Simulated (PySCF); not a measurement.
Predicted microwave data (PBE0-D3(BJ)/def2-SVP geometry optimisation, gas phase in PySCF) for one isomer of C9H11Br:

* Rotational constants: A = 3287, B = 359.0, C = 348.0 MHz
* Dipole components: |μa| = 2.14 D, |μb| = 0.12 D, |μc| = 0.00 D
* Inertial defect: -109.15 u·Å²
* κ: -0.99

Question: Which candidate fits, each taken in the one conformer that was computed?
A. `[CH3:1][CH:2]([CH3:3])[c:4]1[cH:5][cH:6][cH:7][cH:8][c:9]1[Br:10]` with C1–C2–C4–C5 93°
B. `[CH3:1][CH:2]([CH3:3])[c:4]1[cH:5][cH:6][c:7]([Br:8])[cH:9][cH:10]1` with C1–C2–C4–C5 -117° (4-bromocumene)

Answer: B. It is CC(C)c1ccc(Br)cc1, a near-prolate asymmetric top, point group Cs. The candidates at the same level (rigid rotor, commonest isotopes):

```tsv
SMILES	A (MHz)	B (MHz)	C (MHz)	μa (D)	μb (D)	μc (D)	Δ (u·Å²)	point group	rotor
CC(C)c1ccc(Br)cc1	3287	359.0	348.0	2.14	0.12	0.00	-109.15	Cs	near-prolate asymmetric top
CC(C)c1ccccc1Br	1104	855.6	525.5	1.35	0.08	0.05	-86.92	C1	asymmetric top
```

`CC(C)c1ccccc1Br` has B 138 % too high. In the right answer the mirror of this Cs structure is the ab plane, so μc vanishes by symmetry. No structure here is proved a minimum.
